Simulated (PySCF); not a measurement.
Gas-phase reaction: InH₃ → InH + 2 H

Energies from PySCF, thermal terms from the rigid-rotor harmonic-oscillator model, ideal gas at 1 bar. † marks an energy on the PBE0/def2-TZVP geometry and frequencies. CCSD(T) freezes the core. Open shells (unrestricted): H (multiplicity 2); the rest are closed-shell singlets. B3LYP is the form with VWN-RPA correlation. In: scalar-relativistic def2 core potential, no spin-orbit coupling. InH₃, InH: computed as isolated molecules; such fragments, hydroxides, amides, oligomers or adducts are transient or little studied in the gas. CCSD(T) isn't extrapolated to the basis-set limit.

CCSD(T)/def2-SVP† gives ΔH°(298 K) = 418 kJ.

Problem. What do PBE/def2-TZVP†, M06-2X/def2-TZVP†, B3LYP/def2-TZVP† give?

Solution. PBE/def2-TZVP†: 415 kJ; M06-2X/def2-TZVP†: 427 kJ; B3LYP/def2-TZVP†: 426 kJ. For scale, ΔH°(298 K) is 418 kJ at this level, 447 kJ at ωB97M-V/def2-TZVP†, and runs from 334 to 490 kJ over the 18 levels computed.
